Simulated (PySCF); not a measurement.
Sb(F)2(TeH) (F₂HSbTe), SMILES [F][Sb]([F])[TeH]. Heavy atoms are numbered as in [Sb:1]([F:2])([F:3])[TeH:4]. Hydrogens are named by the atom that carries them.

Geometry: B3LYP-D3(BJ)/def2-SVP. The def2 effective core potentials stand for the cores of Sb, Te; spin–orbit coupling is left out.

These are M06-2X/def2-TZVP in PySCF values and carry that method's errors.

ESP charges are fitted to the potential on shells at 1.4 to 2.0 van der Waals radii. Atomic charges (e), one atom of each kind:

| atom | Löwdin | ESP fit |
|---|---|---|
| Sb1 | ? | 0.57 |
| F2 | ? | -0.27 |
| Te4 (TeH) | ? | -0.07 |
| H on Te4 | ? | 0.04 |

### Question
Some entries are withheld; supply them. (Estimate from the structure and the level; the computed values follow.)

### Answer

- Sb1, Löwdin: 0.62
- F2, Löwdin: -0.32
- Te4 (TeH), Löwdin: 0.02
- H on Te4, Löwdin: 0.00
